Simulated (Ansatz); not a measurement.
Mulliken charges of `O[SiH2]S[SiH2]F` from PBE/def2-TZVPP in Ansatz (PBE0-D4/def2-TZVP geometry).

```csv
atom,x (Å),y (Å),z (Å),charge (e)
O1,-2.145,0.455,0.002,-0.336
Si2,-1.213,-0.881,-0.134,0.440
S3,0.400,-0.906,1.290,-0.269
Si4,1.611,0.481,0.258,0.492
F5,0.743,1.797,-0.069,-0.290
H6,-1.699,1.303,-0.067,0.196
H7,-2.073,-2.039,0.178,-0.052
H8,-0.601,-0.983,-1.484,-0.070
H9,2.068,-0.033,-1.051,-0.055
H10,2.735,0.866,1.139,-0.056
```

**Question.** By hand: the dipole of these point charges (1 e Å = 4.8032 D).

**Answer.** Σ q r = (0.207, -0.198, -0.184) e Å, of length 0.340 e Å = 1.63 D.

**Question.** How does the dipole of the full density compare? (An estimate is asked.)

**Answer.** Computed: (0.212, 0.014, -0.117) e Å, 1.17 D; the point charges give 1.39 times that, at 41° from its direction.

Point charges leave out the atoms' own dipoles, such as those of lone pairs, and Mulliken's split depends on the basis, so the two needn't agree.
